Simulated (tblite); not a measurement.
Compound: C5H10BrFSi.
SMILES with atom numbers: `[CH3:1][C@@H:2]1[CH2:3][C@@H:4]([Br:5])[CH2:6][Si@@H:7]1[F:8]` (hydrogens: H9, H10, H11 on C1; H12 on C2; H13, H14 on C3; H15 on C4; H16, H17 on C6; H18 on Si7)

Computed with GFN2-xTB (tblite), gas phase: L-BFGS steps from a force-field or distance-geometry start until the largest atomic force falls under 0.01 eV/Å.

The end geometry, which sets the zero of energy:
```
atom  x, y, z in Å
C1     -1.9227    1.1143   -0.1999
C2     -0.5240    0.7449    0.2843
C3      0.4775    0.6588   -0.8806
C4      1.6457   -0.2260   -0.4761
Br5     2.6922    0.6917    0.9241
C6      1.1005   -1.5247    0.0968
Si7    -0.3779   -0.9543    1.1495
F8     -1.6515   -1.8959    0.8123
H9     -2.3242    0.3407   -0.8507
H10    -2.5972    1.2291    0.6450
H11    -1.9026    2.0524   -0.7526
H12    -0.1874    1.5343    0.9629
H13     0.8173    1.6488   -1.1923
H14    -0.0087    0.1871   -1.7401
H15     2.3533   -0.3787   -1.2934
H16     0.7701   -2.1608   -0.7277
H17     1.8699   -2.0751    0.6345
H18    -0.2391   -0.9802    2.5921
```

Problem. These geometries come from the run, each turned onto the end geometry. Order them by energy, lowest first.
A.
```
atom  x, y, z in Å
C1     -1.8741    0.7157   -0.4301
C2     -0.5529    0.8481    0.3355
C3      0.6397    0.9426   -0.6378
C4      1.5784   -0.2542   -0.5067
Br5     2.9342    0.1284    0.8873
C6      0.8038   -1.4748   -0.0536
Si7    -0.2520   -0.7405    1.3471
F8     -1.6295   -1.5690    1.5300
H9     -1.9390   -0.2509   -0.9265
H10    -2.7238    0.7958    0.2449
H11    -1.9630    1.4916   -1.1889
H12    -0.6100    1.7562    0.9342
H13     1.1938    1.8684   -0.4813
H14     0.2637    0.9651   -1.6627
H15     2.1657   -0.4097   -1.4138
H16     0.1793   -1.8171   -0.8812
H17     1.4686   -2.2945    0.2106
H18     0.3084   -0.6949    2.6809
```
B.
```
atom  x, y, z in Å
C1     -1.9248    1.0578   -0.2285
C2     -0.5144    0.7682    0.2811
C3      0.5060    0.6826   -0.8690
C4      1.6483   -0.2347   -0.4638
Br5     2.6813    0.6040    0.9939
C6      1.0540   -1.5295    0.0588
Si7    -0.3435   -0.9082    1.1830
F8     -1.6759   -1.7942    0.9397
H9     -2.2336    0.3028   -0.9514
H10    -2.6343    1.0428    0.5973
H11    -1.9785    2.0368   -0.7056
H12    -0.2331    1.5879    0.9492
H13     0.8683    1.6702   -1.1634
H14     0.0281    0.2247   -1.7432
H15     2.3758   -0.3739   -1.2645
H16     0.6577   -2.1056   -0.7782
H17     1.8078   -2.1446    0.5401
H18    -0.0982   -0.8808    2.6125
```
C.
```
atom  x, y, z in Å
C1     -1.9260    1.0334   -0.2590
C2     -0.5188    0.7721    0.2776
C3      0.5180    0.6982   -0.8595
C4      1.6414   -0.2476   -0.4661
Br5     2.6968    0.6033    0.9687
C6      1.0289   -1.5334    0.0603
Si7    -0.3366   -0.8876    1.2127
F8     -1.6929   -1.7624    1.0837
H9     -2.1568    0.3670   -1.0874
H10    -2.6669    0.8594    0.5165
H11    -2.0244    2.0562   -0.6154
H12    -0.2460    1.6078    0.9298
H13     0.9136    1.6869   -1.1050
H14     0.0460    0.2913   -1.7612
H15     2.3520   -0.4096   -1.2787
H16     0.6137   -2.0832   -0.7872
H17     1.7705   -2.1764    0.5292
H18    -0.0212   -0.8690    2.6292
```
D.
```
atom  x, y, z in Å
C1     -1.8211    0.6932   -0.4335
C2     -0.5395    0.8775    0.3629
C3      0.6153    0.9668   -0.6412
C4      1.5399   -0.2453   -0.5066
Br5     2.8154    0.1501    0.9416
C6      0.7764   -1.4776   -0.0717
Si7    -0.2984   -0.7578    1.2958
F8     -1.6889   -1.5614    1.4518
H9     -1.7881   -0.3196   -0.8337
H10    -2.6370    0.7797    0.2640
H11    -1.8949    1.3960   -1.2692
H12    -0.5653    1.7441    1.0287
H13     1.1716    1.8635   -0.4386
H14     0.2168    0.9746   -1.6577
H15     2.0777   -0.4085   -1.4289
H16     0.1229   -1.8322   -0.8714
H17     1.4680   -2.2438    0.2700
H18     0.4202   -0.5930    2.5257
```
E.
```
atom  x, y, z in Å
C1     -1.9255    1.0923   -0.2107
C2     -0.5206    0.7529    0.2789
C3      0.4920    0.6720   -0.8782
C4      1.6467   -0.2285   -0.4694
Br5     2.6642    0.6597    0.9718
C6      1.0789   -1.5298    0.0713
Si7    -0.3643   -0.9389    1.1604
F8     -1.6506   -1.8831    0.8830
H9     -2.3118    0.3007   -0.8485
H10    -2.5999    1.2034    0.6349
H11    -1.9239    2.0230   -0.7758
H12    -0.2020    1.5556    0.9507
H13     0.8475    1.6626   -1.1717
H14     0.0146    0.2157   -1.7515
H15     2.3724   -0.3684   -1.2727
H16     0.7193   -2.1323   -0.7662
H17     1.8409   -2.1136    0.5823
H18    -0.1866   -0.9370    2.5997
```

Solution. E (0.002 eV), B (0.014 eV), C (0.035 eV), A (0.154 eV), D (0.430 eV).

In the order of the answer:

```tsv
step	E above end (eV)	largest force (eV/Å)	rms force component (eV/Å)	rms distance from end (Å)	rms bond change (Å)	bond most changed (Å)
81	0.002	0.03	0.012	0.045	0.001	C2–Si7 +0.002
65	0.014	0.10	0.036	0.105	0.002	C6–Si7 -0.004
56	0.035	0.09	0.029	0.180	0.001	C1–C2 +0.003
15	0.154	0.15	0.040	0.573	0.004	C4–Br5 +0.008
2	0.430	0.66	0.249	0.597	0.010	C6–Si7 -0.020
```

The cost below is that of the whole relaxation. Hardware: one thread, Intel Xeon at 2.70 GHz (x86_64), no GPU, shared host. Cost: 1.3 s.
